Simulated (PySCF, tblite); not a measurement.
One entry of a table of gas-phase calculations, keyed by method. Lists by class give the value and the number of equivalent atoms.

```json
{
 "formula": "CH10NPSi4",
 "smiles": "N#C[SiH2][SiH2][SiH2][SiH2]P",
 "charge": 0,
 "multiplicity": 1,
 "geometry_level": "GFN2-xTB",
 "atoms_angstrom": [
  ["N", -1.861, -1.557, -1.293],
  ["C", -1.874, -0.413, -1.204],
  ["Si", -1.815, 1.434, -0.931],
  ["Si", -0.509, 1.691, 0.978],
  ["Si", 0.212, -0.334, 1.892],
  ["Si", 1.271, -1.706, 0.34],
  ["P", 1.555, -0.416, -1.477],
  ["H", -1.312, 1.974, -2.196],
  ["H", -3.233, 1.801, -0.822],
  ["H", -1.263, 2.513, 1.939],
  ["H", 0.643, 2.541, 0.635],
  ["H", -0.936, -1.045, 2.471],
  ["H", 1.082, -0.095, 3.056],
  ["H", 0.514, -2.869, -0.118],
  ["H", 2.58, -2.224, 0.773],
  ["H", 2.772, 0.096, -1.069],
  ["H", 2.168, -1.38, -2.244]
 ],
 "electronic_structure_code": "PySCF",
 "results": {
  "GFN2-xTB geometry": {
   "point_group": "C1",
   "rotational_constants_GHz": [1.091, 0.804, 0.644]
  },
  "CAM-B3LYP/def2-SVPD ground state and vertical TDDFT (core frozen in the response)": {
   "dipole_D": 3.05,
   "homo_eV": -8.74,
   "lumo_eV": -0.05,
   "S1_eV": 5.86,
   "strongest_line_of_8_singlets_eV": 6.32,
   "T1_tda_eV": 5.39,
   "polarisability_au": 152.7,
   "r2_bohr2_about_centre_of_nuclear_charge": 2043.0,
   "singlets_eV_and_f": [
    [5.86, 0.007],
    [6.32, 0.047],
    [6.39, 0.03],
    [6.51, 0.044],
    [6.61, 0.006],
    [6.72, 0.005],
    [6.78, 0.016],
    [6.82, 0.02]
   ],
   "triplets_tda_eV": [5.39, 5.62, 5.79]
  },
  "PBE0/pcSseg-1 ground state and GIAO shieldings, non-relativistic": {
   "shift_vs_computed_TMS_C_by_class_ppm": [
    [128.2, 1]
   ],
   "shift_vs_computed_TMS_H_by_class_ppm": [
    [4.41, 2],
    [4.35, 2],
    [3.77, 2],
    [3.6, 2],
    [1.24, 2]
   ],
   "shielding_other_nuclei_by_class_ppm": [
    ["N", -100.0, 1],
    ["Si", 443.1, 1],
    ["Si", 448.6, 1],
    ["Si", 467.1, 1],
    ["Si", 473.7, 1],
    ["P", 622.5, 1]
   ],
   "charges_hirshfeld_e_by_atom": [-0.19, -0.03, 0.28, 0.15, 0.15, 0.19, 0.0, -0.06, -0.06, -0.07, -0.07, -0.07, -0.07, -0.07, -0.08, -0.01, 0.0]
  },
  "GFN2-xTB harmonic vibrations, gas phase": {
   "strongest_ir_bands_cm-1_km_per_mol_modes": [
    [540.8, 603.1, 1],
    [672.3, 326.9, 1],
    [823.7, 322.8, 1],
    [2160.3, 384.4, 1],
    [2190.6, 281.6, 1],
    [2213.3, 460.7, 1]
   ],
   "zpe_kcal_per_mol": 57.2
  }
 }
}
```

The principal polarisabilities are 133.7, 154.9 and 169.7 au; their mean is the isotropic value. The rotational constants make it an asymmetric top with κ = (2B − A − C)/(A − C) = -0.28, nearer the prolate limit (−1). No computed singlet falls in the visible range (750 to 380 nm, 1.65 to 3.26 eV); S1 lies 2.60 eV above its blue end. In atomic units the dipole is 1.20 e·bohr (1 au = 2.5417 D). The polarisability is 22.63 Å³ as a volume (1 au = 0.148185 Å³), or 1.62 au for each of the 94 electrons.

One conformer (not necessarily the lowest) at the GFN2-xTB geometry, without solvent or vibrations. NMR classes are plain means over equivalent atoms (diastereotopic ones count apart unless rotation or inversion swaps them), as if these changed places fast; in this geometry the members of some classes differ.

The values belong to the conformer `[N:1]#[C:2][SiH2:3][SiH2:4][SiH2:5][SiH2:6][PH2:7]`: C2–Si3–Si4–Si5 -1°, Si3–Si4–Si5–Si6 53°, Si4–Si5–Si6–P7 10°, H–P7–Si6–Si5 88°, H–P7–Si6–Si5 180°.
